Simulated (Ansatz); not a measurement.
Basis sets compared for Ga₇Sb₇. Total charge 0; singlet. Geometry r2SCAN-D4/def2-SVP. Ansatz on 2 threads of AMD EPYC 7R13 on a shared host and a share (18 GiB) of an NVIDIA H100 80GB HBM3; times are rough, and most runs start from earlier orbitals.

```xyz
14

Ga   -0.2233   -2.7947    0.4015
Ga    2.2109   -1.5945   -1.7716
Ga    1.2813    3.2096   -1.8010
Ga    1.5544   -1.0321    1.6331
Ga   -1.7194    0.4581    1.9225
Ga   -0.4205    2.3011    0.2977
Ga    0.2838    0.1078   -1.7694
Sb   -0.7013   -1.7814    2.8032
Sb    2.0879    1.0699    0.0861
Sb   -1.2982    2.1881   -2.3759
Sb   -1.3539    2.8593    2.6356
Sb   -2.7079    0.2650   -0.6211
Sb   -1.3826   -1.9965   -1.8196
Sb    2.3888   -3.2599    0.3791
```

In the def2 sets Sb takes a core potential; there is no spin–orbit coupling. Single mean-field runs in def2-SVP, def2-TZVP are fitted with def2-universal-jkfit. The restricted singlet is unstable towards broken spin symmetry in Hartree–Fock (as tested in another run); at PBE-D4/def2-TZVP, PBE0-D4/def2-SVP, PBE0-D4/def2-TZVP this wasn't settled. The structure comes from a short search, and lower isomers may exist.

Binding counts from free atoms (Ga doublet, Sb quartet) in the same basis, without a counterpoise term.

```json
{"level": "PBE-D4/def2-SVP", "functions": "406", "energy (Eh)": "-15152.5929", "HOMO (eV)": "-4.45", "LUMO (eV)": "-3.70", "binding per atom (eV)": "2.54", "wall time": "3.9 s"}
{"level": "PBE0-D4/def2-SVP", "functions": "406", "energy (Eh)": "-15152.9033", "HOMO (eV)": "-5.06", "LUMO (eV)": "-3.34", "binding per atom (eV)": "2.41", "wall time": "4.2 s"}
```

(1) Estimate the rows for PBE-D4/def2-TZVP (with forces), PBE0-D4/def2-TZVP.

Answers

(1) 
```
                         level  functions  energy (Eh)  HOMO (eV)  LUMO (eV)  binding per atom (eV)  wall time
PBE-D4/def2-TZVP (with forces)        686  -15154.3725      -4.47      -3.71                   2.55      8.1 s
             PBE0-D4/def2-TZVP        686  -15154.6754      -5.05      -3.31                   2.43      6.5 s
```
